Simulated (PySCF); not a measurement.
B3LYP has the VWN-RPA correlation part, as in Gaussian. Excitations are Tamm–Dancoff values on a coarser integration grid. The basis has no diffuse functions, so Rydberg states are missing or too high.

Cartesian coordinates (Å):
SMILES: [Si](CC)(CC)(C)CC
```xyz
26

C      2.3950    -1.6896    -0.2750
C      1.9256    -0.2486    -0.0322
Si     0.0835    -0.0637     0.3804
C     -0.3236    -1.0388     1.9475
C     -0.3165     1.7671     0.6738
C     -0.1243     2.6740    -0.5489
C     -0.9516    -0.7202    -1.0685
C     -2.4664    -0.5354    -0.9084
H      2.2212    -2.3263     0.6081
H      1.8583    -2.1537    -1.1188
H      3.4717    -1.7409    -0.5066
H      2.5041     0.2041     0.7941
H      2.1423     0.3725    -0.9200
H     -1.3857    -0.9295     2.2211
H     -0.1214    -2.1144     1.8162
H      0.2787    -0.6852     2.8008
H      0.3098     2.1210     1.5130
H     -1.3582     1.8359     1.0359
H     -0.7687     2.3629    -1.3876
H      0.9153     2.6479    -0.9146
H     -0.3646     3.7268    -0.3266
H     -0.6041    -0.2217    -1.9915
H     -0.7137    -1.7904    -1.2043
H     -3.0273    -0.9407    -1.7668
H     -2.7364     0.5295    -0.8164
H     -2.8431    -1.0425    -0.0049
```
Charge 0, multiplicity 1.

**Question.** Estimate the dipole moment, S1–T1 gap (TDA) and HOMO–LUMO gap that B3LYP-D3(BJ)/def2-TZVP // B3LYP-D3(BJ)/def2-SVP (PySCF) returns for this input.

**Answer.** 
```
Item               Value
---------------  -------
dipole moment     0.09 D
S1–T1 gap (TDA)  0.15 eV
HOMO–LUMO gap    8.04 eV
```
